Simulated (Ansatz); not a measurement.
Coupled-cluster run, BBrH$_{4}$Si, SMILES `B[SiH2]Br`.

```yaml
crystal:
  periodic: [false, false, false]
  atoms:
    - {symbol: B, position_ang: [-0.998019, 0.119913, -0.732117]}
    - {symbol: Si, position_ang: [0.637224, 0.041457, 0.423948]}
    - {symbol: Br, position_ang: [1.126251, -2.014006, 1.140792]}
    - {symbol: H, position_ang: [-1.643468, -0.839363, -1.025137]}
    - {symbol: H, position_ang: [-1.339145, 1.188093, -1.149729]}
    - {symbol: H, position_ang: [0.459226, 0.897329, 1.627841]}
    - {symbol: H, position_ang: [1.819133, 0.538579, -0.331198]}
basis:
  gaussian: {orbitals: def2-TZVPP}
correlation: {method: ccsd_t}
output: {orbitals: {seedname: orbitals}}
```

```sh
$ ansatz run in.yaml --threads 2 --pin off --events-out ev --progress --plain --max-ram 4352MiB
```

The program prints (abridged):

```
Functional definition: HF
  name "HF"
  cite "Fock, Z. Phys. 61, 126 (1930) doi:10.1007/BF01340294"
  parent pbe
  exchange = exact_x
  correlation = 0
1062 factors; integrals over basis functions are off by at most 8.1e-4 eV
mean field evaluation 1: about -78595.8063 eV, gradient 1.5e1 eV
mean field evaluation 2: about -78595.9608 eV, gradient 1.6e1 eV
mean field evaluation 4: about -78597.1765 eV, gradient 2.6e0 eV
mean field evaluation 8: about -78597.1977 eV, gradient 1.3e-1 eV
mean field -78597.19781731 eV, -2888.3937446918 hartree, gradient 3.1e-6 eV, S^2 0.000000; 0 other end points of the search recorded, 0 dependent functions left out
15 core orbitals not correlated: weight in the atoms' cores, before any rotation towards them, 1.000 or more for the frozen orbitals, at most 0.000 for the correlated occupied ones
reference -78597.19781731 eV, -2888.3937446918 hartree; 14, 14 occupied and 148, 148 virtual orbitals, 1062 factors
second order -13.50312465 eV of doubles, -0.00000000 eV of singles
cycle   1  -14.16356049 eV  change   -6.6e-1 eV  update   7.8e-2
cycle   2  -14.58071472 eV  change   -4.2e-1 eV  update   2.4e-2
cycle   3  -14.61107219 eV  change   -3.0e-2 eV  update   9.3e-3
cycle   4  -14.60288881 eV  change    8.2e-3 eV  update   2.9e-3
cycle   5  -14.60377401 eV  change   -8.9e-4 eV  update   1.1e-3
cycle   6  -14.60341288 eV  change    3.6e-4 eV  update   4.3e-4
cycle   7  -14.60329087 eV  change    1.2e-4 eV  update   1.6e-4
cycle   8  -14.60338141 eV  change   -9.1e-5 eV  update   6.8e-5
cycle   9  -14.60339944 eV  change   -1.8e-5 eV  update   2.4e-5
perturbative correction -0.48263104 eV, -0.0177363636 hartree
Total energy: -78612.28384778 eV, -2888.9481460861 hartree
```

Hardware: 2 threads of an Arm Neoverse V2 on a shared host. Wall time 51 s, peak host memory 1.6 GiB.

Correlation energy per correlated electron: -0.539 eV. T1 diagnostic: 0.0087.
